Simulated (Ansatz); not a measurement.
**Molecular dynamics of C2H2AlCl**

Input file:

```yaml
crystal:
  periodic: [false, false, false]
  atoms:
    - { symbol: C, position_ang: [0.272696, 0.898142, -1.649215] }
    - { symbol: C, position_ang: [0.120858, 0.344909, -0.571141] }
    - { symbol: Al, position_ang: [-0.093946, -0.490398, 1.12224] }
    - { symbol: Cl, position_ang: [-1.130906, -2.314968, 1.194648] }
    - { symbol: H, position_ang: [0.404336, 1.383403, -2.601364] }
    - { symbol: H, position_ang: [0.469062, 0.114812, 2.458732] }
basis:
  gaussian: { orbitals: def2-SVP }
hamiltonian:
  xc: pbe0
  dispersion: d4
md:
  timestep: 4.0
  n_steps: 40
  ensemble: nve
  temperature: 700.0
  initial_velocities: maxwell_boltzmann
  seed: 134743
scf:
  lower_state_search: "off"
```

Command:

```bash
$ ansatz run input.yaml --threads 1 --pin off --max-ram 2048MiB --backend cpu --events-out ev --progress --plain --runs-dir out
```

It starts from a relaxed structure.

Output, in part (step lines, the closing report, with atoms numbered from 0):

```
md step     0: t =     0.00 fs  T =   700.0 K  F+E_penalty+E_count = -21208.81300056 eV  E_kin = 0.361928 eV  conserved = -21208.45107257 eV  (14 SCF iters)
md step    33: t =   132.00 fs  T = 631104.2 K  F+E_penalty+E_count = -21176.53073534 eV  E_kin = 326.306123 eV  conserved = -20850.22461275 eV  (105 SCF iters)
md step    34: t =   136.00 fs  T = 631093.9 K  F+E_penalty+E_count = -21176.52540033 eV  E_kin = 326.300784 eV  conserved = -20850.22461627 eV  (117 SCF iters)
md step    35: t =   140.00 fs  T = 631084.3 K  F+E_penalty+E_count = -21176.52043237 eV  E_kin = 326.295813 eV  conserved = -20850.22461931 eV  (110 SCF iters)
md step    36: t =   144.00 fs  T = 631075.3 K  F+E_penalty+E_count = -21176.51579483 eV  E_kin = 326.291173 eV  conserved = -20850.22462197 eV  (134 SCF iters)
md step    37: t =   148.00 fs  T = 631066.9 K  F+E_penalty+E_count = -21176.51145579 eV  E_kin = 326.286832 eV  conserved = -20850.22462429 eV  (126 SCF iters)
md step    38: t =   152.00 fs  T = 631059.0 K  F+E_penalty+E_count = -21176.50738731 eV  E_kin = 326.282761 eV  conserved = -20850.22462633 eV  (125 SCF iters)
md step    39: t =   156.00 fs  T = 631051.6 K  F+E_penalty+E_count = -21176.50356483 eV  E_kin = 326.278937 eV  conserved = -20850.22462813 eV  (110 SCF iters)
[... lines left out ...]
md step    40: t =   160.00 fs  T = 631044.7 K  F+E_penalty+E_count = -21176.49996669 eV  E_kin = 326.275337 eV  conserved = -20850.22462973 eV  (118 SCF iters)
Total energy: -21176.50004521 eV, -778.2220227144 hartree
Atom 0 at     5.039239    21.795643   -23.544780 Å, force    -0.000001    -0.000002     0.000003 eV/Å
Atom 1 at    14.584521   -22.877291   -58.810941 Å, force    -0.000000     0.000000     0.000000 eV/Å
Atom 2 at   -10.470112    -3.847898    38.431788 Å, force     0.000769     0.000196    -0.002746 eV/Å
Atom 3 at    -1.359528    -2.355786     2.451223 Å, force    -0.000711    -0.000144     0.002700 eV/Å
Atom 4 at     5.372368    69.740834  -113.323934 Å, force     0.000018    -0.000013     0.000073 eV/Å
Atom 5 at    52.143454    50.764813    25.176611 Å, force    -0.000075    -0.000037    -0.000030 eV/Å
Dipole moment:   -10.363775   -12.132013    27.543115 e Å
```

The steps, from the saved trajectory:

| time (fs) | T (K) | potential energy less start (eV) | conserved less start (meV/atom) |
| --- | --- | --- | --- |
| 0.0 | 700 | 0.000 | 0.00 |
| 4.0 | 523 | 0.217 | 20.89 |
| 8.0 | 511 | 0.347 | 41.62 |
| 12.0 | 18570 | 3.006 | 2040.82 |
| 16.0 | 109916 | 20.118 | 12764.56 |
| 20.0 | 243122 | 72.972 | 33052.29 |
| 24.0 | 624522 | 25.326 | 57977.84 |
| 28.0 | 641399 | 27.132 | 59733.12 |
| 32.0 | 637114 | 29.255 | 59717.78 |
| 36.0 | 634539 | 30.561 | 59713.60 |
| 40.0 | 633136 | 31.272 | 59711.03 |
| 44.0 | 632446 | 31.605 | 59707.19 |
| 48.0 | 632120 | 31.760 | 59704.96 |
| 52.0 | 631931 | 31.857 | 59704.73 |
| 56.0 | 631791 | 31.929 | 59704.62 |
| 60.0 | 631682 | 31.984 | 59704.56 |
| 64.0 | 631595 | 32.029 | 59704.52 |
| 68.0 | 631524 | 32.066 | 59704.49 |
| 72.0 | 631465 | 32.096 | 59704.47 |
| 76.0 | 631415 | 32.122 | 59704.45 |
| 80.0 | 631372 | 32.144 | 59704.45 |
| 84.0 | 631335 | 32.163 | 59704.44 |
| 88.0 | 631303 | 32.180 | 59704.43 |
| 92.0 | 631274 | 32.195 | 59704.43 |
| 96.0 | 631249 | 32.208 | 59704.42 |
| 100.0 | 631226 | 32.219 | 59704.42 |
| 104.0 | 631205 | 32.230 | 59704.42 |
| 108.0 | 631187 | 32.240 | 59704.42 |
| 112.0 | 631170 | 32.248 | 59704.41 |
| 116.0 | 631154 | 32.256 | 59704.41 |
| 120.0 | 631140 | 32.264 | 59704.41 |
| 124.0 | 631127 | 32.270 | 59704.41 |
| 128.0 | 631115 | 32.277 | 59704.41 |
| 132.0 | 631104 | 32.282 | 59704.41 |
| 136.0 | 631094 | 32.288 | 59704.41 |
| 140.0 | 631084 | 32.293 | 59704.41 |
| 144.0 | 631075 | 32.297 | 59704.41 |
| 148.0 | 631067 | 32.302 | 59704.41 |
| 152.0 | 631059 | 32.306 | 59704.41 |
| 156.0 | 631052 | 32.309 | 59704.41 |
| 160.0 | 631045 | 32.313 | 59704.41 |

All steps were run. The conserved energy changed by up to 60000 meV per atom, so the integration failed: the time step of 4 fs is too long for the fastest motions that this run met, and the later frames carry no physical meaning.

Parted: C1–C2 1.22 → 57.71 Å, C1–H5 1.08 → 101.78 Å, C2–Al3 1.90 → 102.21 Å, Al3–Cl4 2.10 → 37.15 Å, Al3–H6 1.57 → 84.14 Å. It ends as Al + C + C + Cl + H + H. Pairs count as bonded within 1.25 times the sum of covalent radii (0.12 Å more for H–H).

Last frame:

```xyz
6
Properties=species:S:1:pos:R:3
C 5.039 21.796 -23.545
C 14.585 -22.877 -58.811
Al -10.470 -3.848 38.432
Cl -1.359 -2.356 2.451
H 5.372 69.741 -113.324
H 52.144 50.765 25.177
```

The run took 11 min on 1 thread of Intel(R) Xeon(R) Processor @ 2.50GHz (Skylake/Cascade Lake), on a shared host, peak memory 0.16 GiB.
